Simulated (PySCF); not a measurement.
CH₇GaN₂.
Z-matrix (Å and degrees, PBE0-D3(BJ)/def2-SVP geometry), rows numbered from 1:
```
N 
C   1  1.2777
Ga  2  2.0069  1  125.38
N   3  2.1519  2   97.62  1    97.63
H   1  1.0301  2  109.80  3     2.40
H   2  1.1120  1  114.08  3   178.36
H   3  1.5859  2  112.66  1    -5.30
H   3  1.5808  2  120.42  1  -157.98
H   4  1.0200  3  111.14  2    61.91
H   4  1.0199  3  111.49  2  -178.03
H   4  1.0200  3  110.96  2   -57.74
```

The calculation used PBE0-D3(BJ)/def2-SVP geometry optimisation, gas phase in PySCF.

Masses are those of the commonest isotopes; rigid-rotor values at the optimised geometry. The values belong to one conformer with, in the numbering `[H]/[N:1]=[CH:2]\[GaH2-:3][NH3+:4]`, N1–C2–Ga3–N4 98°.

Q: Give the principal moments of inertia and the rotational constants in MHz.

A: Ia = 72.34, Ib = 173.53, Ic = 219.12 u·Å²; 505379 MHz·u·Å²/I gives A = 6986, B = 2912, C = 2306 MHz.

Q: What kind of rotor is it?

A: An asymmetric top. Ray's parameter κ = (2B − A − C)/(A − C) = -0.741; −1 is the prolate and +1 the oblate limit.

Q: What does the inertial defect say?

A: Not planar: Δ = Ic − Ia − Ib = -26.74 u·Å². For a rigid frame Δ = −2 Σ m c², so Σ m c² = 13.37 u·Å² lies off the ab plane: 9.00 from hydrogen and 4.37 from heavier atoms. The atom farthest from that plane is 1.58 Å away.

Q: Give the coordinates in the principal-axis frame, origin at the centre of mass.

A: The sense of each axis is arbitrary; atoms in the order of the calculation.
```
atom  mass (u)   a (Å)   b (Å)   c (Å)
  N1    14.003   2.370  -0.487  -0.283
  C2    12.000   1.410  -0.222   0.517
 Ga3    68.926  -0.392   0.478  -0.023
  N4    14.003  -1.440  -1.402  -0.024
  H5     1.008   2.097  -0.251  -1.247
  H6     1.008   1.634  -0.439   1.584
  H7     1.008  -0.481   0.807  -1.572
  H8     1.008  -1.299   1.245   1.020
  H9     1.008  -1.441  -1.822   0.905
 H10     1.008  -2.411  -1.288  -0.314
 H11     1.008  -0.999  -2.065  -0.662
```

Q: Predict some low-J microwave lines.

A: The dipole components are |μa| = 4.49 D, |μb| = 3.83 D, |μc| = 0.05 D. Intensities carry the squares of the components, which stand as 1.00 : 0.73 : 0.00 (a : b : c). Some lines, for components of 0.1 D or more:

| type | branch | J(Ka,Kc) | MHz | lower level (cm⁻¹) |
| --- | --- | --- | --- | --- |
| a | Q | 3(1,2) ← 3(1,3) | 3632 | 1.129 |
| b | Q | 3(1,2) ← 3(0,3) | 6463 | 1.034 |
| b | Q | 4(2,2) ← 4(1,3) | 11131 | 1.982 |
| b | R | 3(0,3) ← 2(1,2) | 11879 | 0.638 |
| b | Q | 2(2,0) ← 2(1,1) | 12285 | 0.699 |
| a | R | 3(0,3) ← 2(0,2) | 15410 | 0.520 |
| a | R | 4(3,2) ← 3(3,1) | 20989 | 2.360 |
| b | Q | 4(3,1) ← 4(2,2) | 21214 | 2.353 |
| b | R | 3(2,2) ← 2(1,1) | 27878 | 0.699 |
| b | R | 4(3,1) ← 3(2,2) | 42940 | 1.628 |
| b | R | 4(4,1) ← 3(3,0) | 51521 | 2.360 |

Q: Estimate the classical rotational partition function at 10 K, 50 K and 298.15 K.

A: Point group C1, symmetry number σ = 1; q = (√π/σ)·√((kT/h)³/(ABC)), k/h = 20836.6 MHz/K: 778 at 10 K, 8700 at 50 K, 127000 at 298.15 K.

No frequency check. These are rigid-rotor constants of the computed structure; measured ground-state constants (B0) also hold zero-point vibration. A rigid rotor knows nothing of internal rotation, which can split or shift real lines. Quadrupole hyperfine structure (14N, 69Ga) is left out.
